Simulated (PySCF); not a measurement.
Gas-phase reaction: 2 SnO + 6 F → 2 SnF3 + O2

Computed with PySCF and rigid-rotor harmonic-oscillator thermochemistry at 1 bar. † marks an energy on the PBE0/def2-TZVP geometry and frequencies. MP2 and CCSD(T) freeze the core. Open shells (unrestricted): F (multiplicity 2, electronic degeneracy 6), SnF3 (multiplicity 2), O2 (multiplicity 3); the rest are closed-shell singlets. Spin-orbit splitting is ignored; it lowers the true energy and changes the entropy of F. B3LYP is the form with VWN-RPA correlation. Sn: scalar-relativistic def2 core potential, no spin-orbit coupling. SnF3: computed as isolated molecules; such fragments, hydroxides, amides, oligomers or adducts are transient or little studied in the gas. MP2 isn't extrapolated to the basis-set limit; its ΔH°(298 K) is -1871.6 kJ in def2-SVP and -1918.1 kJ in def2-TZVPP. CCSD(T) isn't extrapolated to the basis-set limit; its ΔH°(298 K) is -1740.8 kJ in def2-SVP and -1831.4 kJ in def2-TZVPP. The harmonic model lacks anharmonicity and excited electronic states, which grow with temperature; levels with a mode under 35 cm⁻¹ are left out. Warning, large T1 diagnostic: SnO (CCSD(T)/def2-TZVPP†).

```json
[
 {"level": "B3LYP/def2-TZVP†", "ΔE electronic, kJ": "-1924", "ΔH°(298 K), kJ": "-1910", "ΔS°(298 K), J/K": "-590", "ΔG°(1200 K), kJ": "-1195"},
 {"level": "BLYP/def2-TZVP†", "ΔE electronic, kJ": "-1969", "ΔH°(298 K), kJ": "-1955", "ΔS°(298 K), J/K": "-590", "ΔG°(1200 K), kJ": "-1240"},
 {"level": "CCSD(T)/def2-TZVPP†", "ΔE electronic, kJ": "-1845", "ΔH°(298 K), kJ": "-1831", "ΔS°(298 K), J/K": "-590", "ΔG°(1200 K), kJ": "-1116"},
 {"level": "HF/def2-TZVP†", "ΔE electronic, kJ": "-1396", "ΔH°(298 K), kJ": "-1382", "ΔS°(298 K), J/K": "-590", "ΔG°(1200 K), kJ": "-667"},
 {"level": "M06-2X/def2-TZVP†", "ΔE electronic, kJ": "-2060", "ΔH°(298 K), kJ": "-2046", "ΔS°(298 K), J/K": "-590", "ΔG°(1200 K), kJ": "-1331"},
 {"level": "MP2/def2-SVP†", "ΔE electronic, kJ": "-1885", "ΔH°(298 K), kJ": "-1872", "ΔS°(298 K), J/K": "-590", "ΔG°(1200 K), kJ": "-1157"},
 {"level": "PBE0/def2-SVP†", "ΔE electronic, kJ": "-1929", "ΔH°(298 K), kJ": "-1915", "ΔS°(298 K), J/K": "-590", "ΔG°(1200 K), kJ": "-1200"},
 {"level": "ωB97M-V/def2-TZVP†", "ΔE electronic, kJ": "-1982", "ΔH°(298 K), kJ": "-1968", "ΔS°(298 K), J/K": "-590", "ΔG°(1200 K), kJ": "-1253"},
 {"level": "ωB97X-V/def2-TZVP†", "ΔE electronic, kJ": "-2008", "ΔH°(298 K), kJ": "-1995", "ΔS°(298 K), J/K": "-590", "ΔG°(1200 K), kJ": "-1280"}
]
```
ΔH° is lowest at M06-2X/def2-TZVP† and highest at HF/def2-TZVP†. No reference value is set beside these.
